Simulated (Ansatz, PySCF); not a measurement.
Process, species as SMILES: Cl[Si](Cl)(Cl)[Si](Cl)(Cl)Cl -> 2 Cl[Si](Cl)Cl (the Si-Si bond at the site shown breaks; other sites are not compared here)
Structures are relaxed separately at B3LYP-D3(BJ)/def2-TZVP in Ansatz (an electronic-structure program), one conformer each, not searched for the lowest. Frequencies are from Ansatz or PySCF.

Wanted: bond dissociation energy (enthalpy at 298 K, with B3LYP-D3(BJ) rigid-rotor harmonic-oscillator terms), in kJ/mol. Cores are frozen in the correlated levels unless marked. UHF or UKS for open shells. Spin-orbit coupling is left out. Non-relativistic unless marked X2C. CBS marks a two-point X^-3 extrapolation of the correlation energy; Hartree-Fock from the larger set. [CCSD(T)-MP2]/basis is that difference in the basis named.

```tsv
level	program	bond dissociation energy (kJ/mol)
PBE-D3(BJ)/def2-TZVPD	Ansatz + dftd3	(withheld)
BLYP-D3(BJ)/def2-TZVPD	Ansatz + dftd3	(withheld)
r2SCAN-D3(BJ)/def2-TZVPD	Ansatz + dftd3	(withheld)
PBE0/def2-SVP	Ansatz	297.3
SCS-MP2/cc-pVTZ	Ansatz	318.8
CCSD/6-31G*	Ansatz	301.0
CCSD/cc-pVTZ	Ansatz	(withheld)
X2C-CCSD(T)/cc-pVTZ-DK	Ansatz	310.4
CCSD(T) with core electrons (1s frozen past Ne)/cc-pwCVTZ	Ansatz	320.2
RI-MP2/CBS(cc-pV(T+d)Z,cc-pV(Q+d)Z)+[CCSD(T)-MP2]/cc-pV(T+d)Z	Ansatz	332.1
```

Q: Some entries are withheld; supply them.

A: 
- PBE-D3(BJ)/def2-TZVPD, bond dissociation energy (kJ/mol): 294.3
- BLYP-D3(BJ)/def2-TZVPD, bond dissociation energy (kJ/mol): 287.4
- r2SCAN-D3(BJ)/def2-TZVPD, bond dissociation energy (kJ/mol): 291.6
- CCSD/cc-pVTZ, bond dissociation energy (kJ/mol): 304.6
